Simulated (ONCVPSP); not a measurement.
# Reading a pseudo-wave (potassium)

Columns: radius, all-electron u(r) and pseudo u(r) of the 3s shell (level -35.34 eV) of potassium in the configuration [Ne] 3s2 3p6 4s1; PBE, scalar-relativistic, ONCV scheme, ONCVPSP 4.0.1.

| r (bohr) | all-electron | pseudo |
| --- | --- | --- |
| 0.100 | 0.0402 | 0.1239 |
| 0.200 | -0.4190 | 0.2459 |
| 0.300 | -0.4758 | 0.3641 |
| 0.400 | -0.2556 | 0.4762 |
| 0.500 | 0.0623 | 0.5797 |
| 0.600 | 0.3707 | 0.6720 |
| 0.700 | 0.6217 | 0.7506 |
| 0.800 | 0.8027 | 0.8134 |
| 0.900 | 0.9161 | 0.8587 |
| 1.000 | 0.9719 | 0.8859 |
| 1.100 | 0.9826 | 0.8947 |
| 1.200 | 0.9603 | 0.8858 |
| 1.300 | 0.9154 | 0.8606 |
| 1.400 | 0.8564 | 0.8210 |
| 1.500 | 0.7896 | 0.7700 |
| 1.600 | 0.7197 | 0.7107 |
| 1.700 | 0.6499 | 0.6468 |
| 1.800 | 0.5825 | 0.5818 |
| 1.900 | 0.5189 | 0.5188 |
| 2.000 | 0.4599 | 0.4598 |
| 2.100 | 0.4058 | 0.4058 |
| 2.200 | 0.3568 | 0.3568 |
| 2.300 | 0.3128 | 0.3127 |
| 2.400 | 0.2734 | 0.2734 |
| 2.500 | 0.2385 | 0.2385 |
| 2.600 | 0.2077 | 0.2077 |

Task: How many radial nodes do the two functions have?

Result: The all-electron 3s function has n − l − 1 = 2; the pseudo-wave has 0, since the states of the same l below it are removed with the core.

Task: At about which radius was the pseudo-wave matched?

Result: 2.00 bohr, where the columns begin to agree (steps of 0.10 bohr).

Task: Is the pseudo-wave norm-conserving?

Result: Yes: the ONCV scheme keeps the norm inside the radius equal to the all-electron one, which fixes the energy derivative of the logarithmic derivative at the level.
